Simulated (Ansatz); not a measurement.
The cluster Cu2Cl2, relaxed as a singlet with RKS r2SCAN-D4/def2-SVP in Ansatz, starting from the GFN2-xTB geometry. Force threshold 0.02 eV/Å.

The structure comes from a short search, and lower isomers may exist.

Start:

Cartesian coordinates in Å:
```
Cu -0.410 1.190 -0.527
Cu 0.409 -1.191 0.528
Cl 1.329 0.822 0.822
Cl -1.327 -0.820 -0.823
```

```csv
step,energy (eV),largest force component (eV/Å),SCF passes
1,-114307.5585,0.603,19
2,-114307.8835,0.467,26
3 (rejected),-114307.8179,1.304,25
4,-114307.9482,0.053,20
5,-114307.9485,0.007,22
```

Force components are those of the run's own axes.

End:

```xyz
4

Cu   -0.3415    0.9932   -0.4400
Cu    0.3416   -0.9936    0.4402
Cl    1.4712    0.9100    0.9113
Cl   -1.4713   -0.9095   -0.9114
```

By distances, no bond broke or formed. The bond that changes most is Cu1–Cl4, from 2.23 to 2.26 Å (atoms count from 1).

No frequencies were taken in this run, so the end may be a saddle point.

Hardware: 4 threads of Arm Neoverse V2 on a shared host. Wall time 9 s.
